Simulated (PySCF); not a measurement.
# C$_{2}$H$_{12}$O$_{2}$Si$_{4}$: full NMR table

```yaml
Formula: C2H12O2Si4
SMILES: O=CC([SiH3])([SiH3])[SiH2]O[SiH3]
Point_group_of_the_computed_structure: C1
Degrees_of_unsaturation: 1
Carbon_signals: 2
Proton_signals: 4
```

Mapped SMILES: `[O:1]=[CH:2][C:3]([SiH3:4])([SiH3:5])[SiH2:6][O:7][SiH3:8]`; H(Xn) means a hydrogen on atom n.

Theoretical values (PySCF): GFN2-xTB geometry, PBE0/pcSseg-1 with gauge-including orbitals. One computed conformer, rapidly exchanging positions averaged, no relativistic terms, isolated molecule.

Scale: TMS for 1H (σref 31.72), 13C (σref 186.93), 29Si (σref 349.16); 17O (σref 336.08) against H2O (reference shieldings calculated alike).

| carbon | δC, type | δH (multiplicity) | HMBC from (2–3 bonds) | span of the C tensor (ppm) |
| --- | --- | --- | --- | --- |
| C2 | 209.4, CH | 9.94 (s) | H(Si6), H(Si4)/H(Si5) | 221 |
| C3 | 37.4, C | – | H(C2), H(Si6), H(Si4)/H(Si5) | 77 |

Other nuclei:
```
        atoms  nucleus                           environment  δ (ppm)  σ (ppm)
       H(Si6)       1H  hydrogen on a silicon bonded to C, O     5.22    26.50
       H(Si8)       1H     hydrogen on a silicon bonded to O     5.05    26.67
H(Si4)/H(Si5)       1H     hydrogen on a silicon bonded to C     4.07    27.65
          Si6     29Si           silicon bonded to C, O, 2 H    -34.7    383.9
          Si8     29Si              silicon bonded to O, 3 H    -39.7    388.9
      Si4/Si5     29Si              silicon bonded to C, 3 H    -81.5    430.7
           O1      17O                       aldehyde oxygen    682.0   -345.9
           O7      17O                 oxygen bonded to 2 Si     20.8    315.3
```

1. Carbon types of the structure: 1 × C, 1 × CH, leaving 11 H on heteroatoms.
2. δC 209.4: aldehyde carbonyl carbon; low-lying n→π* states of the double bond to the heteroatom give a large paramagnetic term (-276 ppm).
3. δC 37.4: fully substituted sp3 carbon bonded to 3 Si, α to a carbonyl; α to the electron-withdrawing carbonyl group.
4. δH 9.94: hydrogen on an aldehyde carbonyl carbon; deshielded by the polar, anisotropic C=O bond.
5. δH 5.22: hydrogen on a silicon bonded to C, O.
6. δH 4.07: hydrogen on a silicon bonded to C.

Shifts are as computed. Against solution values, carbons near 30 ppm lie about +3 ppm off and those near 130 ppm about +5 ppm. Of 1211 compounds with measured shifts, 218 miss one by over three times the rms of a fit or turn the order of signals round; such compounds aren't used in these exercises. Unscaled 17O shifts of doubly bonded oxygen tend to come out too high, by tens of ppm or more. Experimental scales use liquid or dissolved standards, which lie at an offset from isolated H2O (liquid H2O: subtract about 36 ppm). Multiplicities follow the n + 1 count of equivalent neighbours, as no J values were calculated; m marks all less simple cases, F and P coupling included.
